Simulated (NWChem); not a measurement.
A series in which one site is exchanged, each optimised at PBE0/def2-SVP with NWChem, gas phase unless a solvent is named. All stand in one matching conformer (torsions within 35°), which need not be the lowest. This build's default masses of Se (78.918 u) and Br (79.917 u) are each other's, which moves their modes by up to 0.6 %. For some, no frequency run checked for a minimum. def2 effective core potentials on I; no spin-orbit coupling.

A: C[O][Be][F] (CH3BeFO; site = F)
B: C[O][Be][I] (CH₃BeIO; site = I)
C: C[O][Be][Cl] (CH3BeClO; site = Cl)
D: C[O][Be][Br] (CH₃BeBrO; site = Br)

**Question.** Rank them by vertical ionisation energy, ΔSCF, B3LYP/def2-SVP (eV), lowest first.

**Answer.** B (9.69), D (10.26), C (10.58), A (11.02)
